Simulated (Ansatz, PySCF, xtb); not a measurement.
Dimer: H2O (SMILES O) (first 3 atoms) with CH2O (SMILES C=O); geometry from B3LYP-D3(BJ)/def2-TZVP, rigid monomers moved along the line of their centres of mass till O1···C4 is 2.54 Å.
(charge 0, multiplicity 1):
```xyz
7

O     -0.15034     0.43763    -0.11458
H      0.49207     0.16848    -0.77930
H     -0.52355    -0.38205     0.22991
C      0.00459     0.60717     2.41879
O     -0.39931    -0.51337     2.57950
H      1.08409     0.84710     2.41999
H     -0.67750     1.46269     2.26739
```

Monomers are frozen at their geometry in the pair; levels with a basis set take the counterpoise correction.

Rows in 6-31G* carry no dispersion term and start afresh at each structure (6-31G* with six Cartesian d functions). MP2/6-31G* freezes PySCF's default core.

Run with Ansatz (a program for electronic structure); PySCF for 6-31G* rows; xtb for the GFN methods. 

### Question
One of these levels gives -2.4 kJ/mol for the interaction energy. Which one is it?
A. MP2/6-31G*
B. B3LYP/6-31G*
C. GFN-FF
D. wB97X-V/def2-TZVPPD

### Answer
A, MP2/6-31G*. The others give -6.7 (GFN-FF), -4.8 (B3LYP/6-31G*), -9.0 (wB97X-V/def2-TZVPPD)
